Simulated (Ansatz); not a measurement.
Isolated molecules relaxed with PBE0-D4/def2-TZVP in Ansatz; ΔE leaves out vibrations. CCSD(T)/CBS is the MP2 limit (def2-TZVPP, def2-QZVPP) plus CCSD(T) − MP2 in def2-TZVPP, frozen cores. DFT in def2-TZVPP. def2 core potentials past Kr. For Br, Mo, Sn outer-core shells are correlated without core-valence functions, which leaves a few kJ/mol of doubt a bond. Scalar relativity is left out up to krypton. One conformer a species, not always the lowest.

Consider the redistribution: `[OH][SnH]([Cl])[Br]` + `[CH3][Mo]([NH2])(=[S])=[S]` → `[CH3][SnH]([OH])[Br]` + `[NH2][Mo](=[S])(=[S])[Cl]`.

`[OH][SnH]([Cl])[Br]`:

Z-matrix (Å, degrees):
```
Sn
Cl 1 2.313
Br 1 2.459 2 106.5
O 1 1.940 2 108.0 3 -116.7
H 1 1.689 2 111.8 3 124.0
H 4 0.961 1 113.7 2 59.7
```

`[CH3][Mo]([NH2])(=[S])=[S]`:

```xyz
10

C    -0.775   -1.302   -0.305
Mo    0.714    0.064    0.258
N    -0.028    1.802    0.026
S     1.139   -0.371    2.268
S     2.326   -0.304   -1.038
H    -1.043   -1.124   -1.349
H    -1.648   -1.159    0.336
H    -0.404   -2.323   -0.192
H     0.142    2.375   -0.788
H    -0.422    2.343    0.784
```

`[CH3][SnH]([OH])[Br]`:

```xyz
9

C     0.227    1.463    0.049
Sn    0.241   -0.635   -0.217
O    -0.787   -1.339    1.294
Br   -1.030   -1.221   -2.277
H     0.736    1.947   -0.783
H    -0.809    1.794    0.090
H     0.729    1.712    0.984
H     1.730   -1.459   -0.339
H    -1.036   -2.261    1.198
```

`[NH2][Mo](=[S])(=[S])[Cl]`:

Z-matrix (Å, degrees):
```
Mo
S 1 2.095
S 1 2.095 2 110.7
N 1 1.898 2 108.2 3 -118.3
Cl 1 2.254 2 109.8 3 121.4
H 4 1.010 1 123.5 2 -24.4
H 4 1.010 1 123.5 2 144.4
```

CCSD(T)/CBS gives -9.4 kcal/mol.

Question: Another level gave -10.2 kcal/mol. Which?
A. MP2/def2-TZVPP
B. revPBE-D4/def2-TZVPP
C. BHLYP-D4/def2-TZVPP
D. HF/def2-TZVPP

Answer: B. revPBE-D4 -10.2, BHLYP-D4 -7.9, HF/def2-TZVPP -4.4, MP2/def2-TZVPP -16.1 kcal/mol.

Question: What do rigid-rotor, harmonic-oscillator terms from PBE0-D4/def2-TZVP frequencies (298.15 K, 1 bar) make of the CCSD(T)/CBS value? (Best estimate.)

Answer: The calculation gave: ΔZPE = +0.4 kcal/mol, ΔH = -9.0 kcal/mol, ΔS = 9 J/(mol·K), ΔG = -9.6 kcal/mol.

Largest T1 diagnostic among the species: 0.025, so the coupled-cluster value is less sure than usual.

From PBE to PBE0 (25 % exact exchange), in def2-TZVPP and without D4, ΔE moves by +1.1 kcal/mol. Leaving LDA and LC-ωPBE aside and taking each functional with its dispersion term where it has one, the values, not all of them listed here, spread over 3.8 kcal/mol, from B2PLYP to ωB97M-V. LDA lies −0.7 kcal/mol from PBE without D4.
